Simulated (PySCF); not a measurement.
## Nuclear quadrupole coupling in (MgS)3 ring

(MgS)3 ring, Mg3S3.
Geometry (PBE0-D3(BJ)/def2-SVP, Å), atoms numbered from 1 in this order:
```
atom  x, y, z in Å
Mg1   -1.0405    1.1493    1.0290
S2    -0.5746   -0.6194    2.4274
Mg3    0.6145   -1.6096    0.7277
S4     1.4364   -1.5847   -1.4190
Mg5    0.4214    0.4525   -1.7605
S6    -0.8571    2.2117   -1.0046
```

Field gradients from the PBE0/pcSseg-1 density (PySCF, non-relativistic), principal values in atomic units, ordered |Vxx| ≤ |Vyy| ≤ |Vzz|:

```tsv
atom	Vxx	Vyy	Vzz
S2	0.3677	0.5302	-0.8980
S4	0.3616	0.5344	-0.8960
S6	0.3754	0.5279	-0.9032
```

Question: Find the asymmetry η = (Vxx − Vyy)/Vzz and the couplings χ = eQV/h (234.96 MHz × Q in barn × V in au), with Q(33S) = −0.0678 b.

Answer: 
```tsv
atom	environment	nucleus	η	χzz (MHz)	χxx (MHz)	χyy (MHz)
S2	sulfur bonded to 2 Mg	33S	0.18	14.30	-5.86	-8.45
S4	sulfur bonded to 2 Mg	33S	0.19	14.27	-5.76	-8.51
S6	sulfur bonded to 2 Mg	33S	0.17	14.39	-5.98	-8.41
```

The tensor is traceless: Vxx + Vyy + Vzz = 0.

Question: What is Vzz at S6 in SI units (1 au = 9.71736 × 10²¹ V/m²)?

Answer: -0.9032 au = -8.777 × 10²¹ V/m².

Question: And the gradient at the other heavy atoms, for which no coupling is worked out here?

Answer: 
```tsv
atom	environment	Vzz (au)	η
Mg1	magnesium bonded to 2 S	-0.738	0.09
Mg3	magnesium bonded to 2 S	-0.740	0.09
Mg5	magnesium bonded to 2 S	-0.737	0.09
```

The structure is a single PBE0-D3(BJ)/def2-SVP conformer in the gas phase; no vibrational or solvent corrections. The small basis limits the accuracy of the gradients.
